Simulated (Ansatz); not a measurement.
input.yaml

```yaml
crystal:
  periodic: [false, false, false]
  atoms:
    - { symbol: "N", position_ang: [0.95546, -1.08954, 0.24375] }
    - { symbol: Si, position_ang: [0.15439, 0.20785, -0.31145] }
    - { symbol: Te, position_ang: [-0.85193, -1.02615, 1.61043] }
    - { symbol: H, position_ang: [-0.71412, 0.27433, -1.51386] }
    - { symbol: H, position_ang: [0.45621, 1.63351, -0.02887] }
total_charge: -1
basis:
  gaussian: { orbitals: def2-SVP }
hamiltonian:
  xc: pbe0
relax:
  f_tol: 0.02
  max_steps: 40
scf:
  lower_state_search: "off"
```

Command:

```bash
$ ansatz run input.yaml --threads 1 --pin off --max-ram 2048MiB --backend cpu --events-out ev --progress --plain --runs-dir out
```

Hardware: 1 thread of Intel(R) Xeon(R) Platinum 8259CL CPU @ 2.50GHz (Skylake/Cascade Lake), with other jobs on the host.

**Question.** Roughly how long does this run take, and how much memory?

**Answer.** 11 s, with a peak of 0.14 GiB, for 4 ionic steps.
